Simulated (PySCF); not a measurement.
**Electron correlation in Bi(2+) (bismuth, charge +2)**

[Xe] 4f14 5d10 6s2 6p1, 2P determinant. Computed with PySCF 2.14 in aug-cc-pVDZ-PP with ECP60MDF (5s4p3d, 32 functions), with scalar relativity through the core potential. Frozen: 5s2 5p6 5d10; 3 electrons correlated.

```csv
level,correlation energy (mhartree)
CCSD,-31.57
(T),-0.19
CCSD(T),-31.76
CCSDT,-31.83
FCI,-31.83
```

Diagnostics: T1 = 0.0058, D1 = 0.0133, largest double amplitude 0.075, weight of the Hartree-Fock determinant in FCI 0.9723 (5819 determinants).

Spin-orbit coupling, absent here, splits the open shell strongly.

Cost of the coupled-cluster step: of the order of 0.16 core-seconds, for 3 correlated electrons.

Iterations:

```
CC2 = 0
CCSD nocc = (np.int64(2), np.int64(1)), nmo = (23, 23)
frozen orbitals [[0, 1, 2, 3, 4, 5, 6, 7, 8], [0, 1, 2, 3, 4, 5, 6, 7, 8]]
max_cycle = 100
direct = 0
conv_tol = 1e-08
conv_tol_normt = 1e-06
diis_space = 8
diis_start_cycle = 0
Init t2, MP2 energy = -0.0223633803168707
Init E_corr(UCCSD) = -0.0223633803255223
cycle = 1  E_corr(UCCSD) = -0.0286738503844183  dE = -0.00631047006  norm(t1,t2) = 0.0358997
cycle = 2  E_corr(UCCSD) = -0.0305875820553251  dE = -0.00191373167  norm(t1,t2) = 0.0125723
cycle = 3  E_corr(UCCSD) = -0.0315786405565971  dE = -0.000991058501  norm(t1,t2) = 0.00476027
cycle = 4  E_corr(UCCSD) = -0.0315682714200671  dE = 1.03691365e-05  norm(t1,t2) = 0.000470081
cycle = 5  E_corr(UCCSD) = -0.0315712781443469  dE = -3.00672428e-06  norm(t1,t2) = 4.54433e-05
cycle = 6  E_corr(UCCSD) = -0.0315706807924726  dE = 5.97351874e-07  norm(t1,t2) = 6.02274e-06
cycle = 7  E_corr(UCCSD) = -0.0315709180300398  dE = -2.37237567e-07  norm(t1,t2) = 1.13564e-06
cycle = 8  E_corr(UCCSD) = -0.0315708469076565  dE = 7.11223833e-08  norm(t1,t2) = 2.7583e-07
cycle = 9  E_corr(UCCSD) = -0.0315708528681654  dE = -5.96050889e-09  norm(t1,t2) = 5.69236e-08
UCCSD converged
E(UCCSD) = -212.7580295290537  E_corr = -0.03157085286816536
UCCSD(T) correction = -0.000187171052077556
```
